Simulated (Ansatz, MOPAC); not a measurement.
Species: YOCl, net charge 0, singlet state. SMILES: [O]=[Y][Cl]

Atoms: Y1, O2, Cl3. Bonds: Y1-O2, Y1-Cl3.

Bond lengths (Å) and angles (degrees) optimised at PM6 with MOPAC; PM7 with MOPAC; HF/STO-3G with Ansatz (a program for electronic structure); HF/6-31G* with LANL2DZ past Ar with Ansatz; PBE/6-31G* with LANL2DZ past Ar with Ansatz; B3LYP/LANL2DZ with Ansatz, each started from the B3LYP-D3(BJ)/def2-TZVP structure (Ansatz) of the last column. A row stands for all coordinates that are equal there. 6-31G* holds six Cartesian d functions. No wavenumbers were computed at HF/STO-3G, PBE/6-31G* with LANL2DZ past Ar, B3LYP/LANL2DZ, so these may be saddle points.

| coordinate | PM6 | PM7 | HF/STO-3G | HF/6-31G* with LANL2DZ past Ar | PBE/6-31G* with LANL2DZ past Ar | B3LYP/LANL2DZ | B3LYP-D3(BJ)/def2-TZVP |
|---|---|---|---|---|---|---|---|
| Y1-O2 | 1.842 | 1.675 | 1.933 | 1.814 | 1.834 | 1.843 | 1.812 |
| Y1-Cl3 | 2.501 | 2.575 | 2.478 | 2.585 | 2.505 | 2.542 | 2.520 |
| O2-Y1-Cl3 | 180.0 | 180.0 | 135.0 | 128.2 | 114.1 | 117.2 | 118.3 |

Mean signed difference of all 2 bond lengths from B3LYP-D3(BJ)/def2-TZVP: PM6 0.005 Å, PM7 -0.041 Å, HF/STO-3G 0.039 Å, HF/6-31G* with LANL2DZ past Ar 0.033 Å, PBE/6-31G* with LANL2DZ past Ar 0.003 Å, B3LYP/LANL2DZ 0.027 Å.
